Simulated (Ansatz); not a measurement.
The multiplicity is imposed and other spin states were not computed.

Method: PBE-D3(BJ)/def2-SVP in Ansatz (a program for electronic structure). No frequencies were computed at this level.

Ansatz 0.2 input:
```yaml
crystal:
  periodic: [false, false, false]
  atoms:
    - { symbol: Zn, position_ang: [-0.368157, -0.043736, 0.322378] }
    - { symbol: F, position_ang: [0.524031, 1.36828, 0.54293] }
    - { symbol: O, position_ang: [-0.272838, -1.414559, -0.668881] }
    - { symbol: H, position_ang: [-0.900919, -2.134457, -0.640528] }
basis:
  gaussian: { orbitals: def2-svp }
hamiltonian:
  xc: pbe
  dispersion: d3bj
relax:
  max_steps: 150
```

Output:

```
Functional definition: PBE
707 factors; their error is unknown
mean field evaluation 1: about -53165.8820 eV, gradient 8.4e1 eV
mean field evaluation 2: about -53063.0894 eV, gradient 2.1e2 eV
mean field evaluation 4: about -53176.3373 eV, gradient 2.6e1 eV
mean field evaluation 8: about -53177.3866 eV, gradient 6.9e-2 eV
mean field -53177.34749531 eV, -1954.2314755519 hartree, gradient 4.3e-5 eV, S^2 0.000000; 0 other end points of the search recorded, 0 dependent functions left out
reference -53177.34754730 eV, -1954.2314774625 hartree; 24, 24 occupied and 40, 40 virtual orbitals, 707 factors
relax step   1: F+E_penalty+E_count = -53177.38538419 eV  Δ(F+E_penalty+E_count) = +0.000e0 eV  max|allowed force component| = 2.110e0 eV/Å  Δτ_max = 0.0000 Å  (24 SCF iters, accepted)
these checks for a lower state are left out or cut short: starts, cluster_reference, orbital_swaps, neighbouring_geometries, increment
707 factors; their error is unknown
mean field evaluation 16: about -53177.5878 eV, gradient 5.3e0 eV
mean field -53177.61430718 eV, -1954.2412807074 hartree, gradient 2.1e-5 eV, S^2 0.000000; 0 other end points of the search recorded, 0 dependent functions left out
reference -53177.61435970 eV, -1954.2412826373 hartree; 24, 24 occupied and 40, 40 virtual orbitals, 707 factors
relax step   2: F+E_penalty+E_count = -53177.65163406 eV  Δ(F+E_penalty+E_count) = -2.662e-1 eV  max|allowed force component| = 9.172e-1 eV/Å  Δτ_max = 0.1007 Å  (29 SCF iters, accepted)
these checks for a lower state are left out or cut short: starts, cluster_reference, orbital_swaps, neighbouring_geometries, increment
707 factors; their error is unknown
mean field -53177.82193548 eV, -1954.2489109067 hartree, gradient 7.4e-5 eV, S^2 0.000000; 0 other end points of the search recorded, 0 dependent functions left out
reference -53177.82198857 eV, -1954.2489128575 hartree; 24, 24 occupied and 40, 40 virtual orbitals, 707 factors
relax step   3: F+E_penalty+E_count = -53177.85875893 eV  Δ(F+E_penalty+E_count) = -2.071e-1 eV  max|allowed force component| = 2.851e-1 eV/Å  Δτ_max = 0.2000 Å  (29 SCF iters, accepted)
these checks for a lower state are left out or cut short: starts, cluster_reference, orbital_swaps, neighbouring_geometries, increment
707 factors; their error is unknown
mean field evaluation 32: about -53177.8734 eV, gradient 3.1e-4 eV
mean field -53177.87340522 eV, -1954.2508023845 hartree, gradient 2.1e-5 eV, S^2 0.000000; 0 other end points of the search recorded, 0 dependent functions left out
reference -53177.87345818 eV, -1954.2508043309 hartree; 24, 24 occupied and 40, 40 virtual orbitals, 707 factors
relax step   4: F+E_penalty+E_count = -53177.91026008 eV  Δ(F+E_penalty+E_count) = -5.150e-2 eV  max|allowed force component| = 1.968e-1 eV/Å  Δτ_max = 0.0982 Å  (28 SCF iters, accepted)
these checks for a lower state are left out or cut short: starts, cluster_reference, orbital_swaps, neighbouring_geometries, increment
707 factors; their error is unknown
mean field -53177.87834874 eV, -1954.2509840555 hartree, gradient 1.9e-5 eV, S^2 0.000000; 0 other end points of the search recorded, 0 dependent functions left out
reference -53177.87840202 eV, -1954.2509860136 hartree; 24, 24 occupied and 40, 40 virtual orbitals, 707 factors
relax step   5: F+E_penalty+E_count = -53177.91523055 eV  Δ(F+E_penalty+E_count) = -4.970e-3 eV  max|allowed force component| = 4.698e-1 eV/Å  Δτ_max = 0.1059 Å  (28 SCF iters, accepted)
these checks for a lower state are left out or cut short: starts, cluster_reference, orbital_swaps, neighbouring_geometries, increment
707 factors; their error is unknown
mean field -53177.88691786 eV, -1954.2512989650 hartree, gradient 1.7e-5 eV, S^2 0.000000; 0 other end points of the search recorded, 0 dependent functions left out
reference -53177.88697091 eV, -1954.2513009147 hartree; 24, 24 occupied and 40, 40 virtual orbitals, 707 factors
relax step   6: F+E_penalty+E_count = -53177.92384443 eV  Δ(F+E_penalty+E_count) = -8.614e-3 eV  max|allowed force component| = 4.766e-2 eV/Å  Δτ_max = 0.0234 Å  (26 SCF iters, accepted)
these checks for a lower state are left out or cut short: starts, cluster_reference, orbital_swaps, neighbouring_geometries, increment
707 factors; their error is unknown
mean field -53177.88705233 eV, -1954.2513039065 hartree, gradient 2.3e-5 eV, S^2 0.000000; 0 other end points of the search recorded, 0 dependent functions left out
reference -53177.88710534 eV, -1954.2513058547 hartree; 24, 24 occupied and 40, 40 virtual orbitals, 707 factors
relax step   7: F+E_penalty+E_count = -53177.92398045 eV  Δ(F+E_penalty+E_count) = -1.360e-4 eV  max|allowed force component| = 1.805e-2 eV/Å  Δτ_max = 0.0055 Å  (27 SCF iters, accepted)
these checks for a lower state are left out or cut short: starts, cluster_reference, orbital_swaps, neighbouring_geometries, increment
707 factors; their error is unknown
mean field -53177.88710928 eV, -1954.2513059994 hartree, gradient 2.2e-5 eV, S^2 0.000000; 0 other end points of the search recorded, 0 dependent functions left out
reference -53177.88716230 eV, -1954.2513079481 hartree; 24, 24 occupied and 40, 40 virtual orbitals, 707 factors
relax step   8: F+E_penalty+E_count = -53177.92403751 eV  Δ(F+E_penalty+E_count) = -5.706e-5 eV  max|allowed force component| = 1.500e-3 eV/Å  Δτ_max = 0.0041 Å  (21 SCF iters, accepted)
707 factors; their error is unknown
mean field evaluation 64: about -53177.8871 eV, gradient 2.2e-5 eV
mean field -53177.88710928 eV, -1954.2513059994 hartree, gradient 2.2e-5 eV, S^2 0.000000; 1 other end points of the search recorded, 0 dependent functions left out
reference -53177.88716230 eV, -1954.2513079481 hartree; 24, 24 occupied and 40, 40 virtual orbitals, 707 factors
Total energy: -53177.92409054 eV, -1954.2526650358 hartree
Atom 0 at    -0.026156    -0.052914     0.039851 Å, force     0.000367     0.000038    -0.000271 eV/Å
Atom 1 at     0.332881     1.487391     0.776896 Å, force    -0.000345    -0.000214     0.000136 eV/Å
Atom 2 at    -0.266198    -1.598860    -0.797326 Å, force     0.001478     0.000573    -0.000814 eV/Å
Atom 3 at    -1.058410    -2.060089    -0.463521 Å, force    -0.001500    -0.000397     0.000950 eV/Å
Dipole moment:    -0.297595    -0.269381     0.061255 e Å
```

Cost: roughly 16 core-seconds.
